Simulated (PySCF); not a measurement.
Working out the ionisation energy of Te²⁺

Te²⁺ [Kr] 4d10 5s2 5p2 (3P) → Te³⁺ [Kr] 4d10 5s2 5p1 (2P). All numbers are calculated (PySCF 2.14, a scalar-relativistic core potential, in aug-cc-pVQZ-PP with ECP28MDF (7s7p5d3f2g, 92 functions)). Frozen: 4s2 4p6 4d10. Energies in hartree (1 hartree = 27.21139 eV):

```csv
part,Te²⁺ (lower),Te³⁺ (upper)
UHF,-266.048158,-265.057009
CCSD correlation,-0.064358,-0.049542
(T),-0.001502,-0.000629
```

What does Hartree-Fock give?

(-265.057009) − (-266.048158) = 0.991149 hartree = 26.971 eV.

What do CCSD and CCSD(T) give?

The CCSD correlation energies differ by 0.014816 hartree = 0.403 eV and the triples by 0.000873 hartree = 0.024 eV, so CCSD gives 27.374 eV and CCSD(T) 27.398 eV.

Reference: 27.84 ± 0.04 eV (measured; NIST Atomic Spectra Database, ionization energies), between the lowest levels; spin-orbit coupling is absent from the calculation.

What remains against the reference includes basis incompleteness, the frozen core and higher excitations.
